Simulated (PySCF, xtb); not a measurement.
BH3Se, SMILES B[SeH].

GFN2-xTB in xtb at its own geometry gives an orbital gap of 3.78 eV and a dipole moment of 1.35 D.

The structure is a stationary point at PBE0-D3(BJ)/def2-TZVP.

Q: What does M06-2X/def2-TZVPD run with PySCF give? (The exact figures need the calculation; the answer reports its results.)

A: gap 8.37 eV (levels -8.97 and -0.60 eV), dipole 0.63 D.
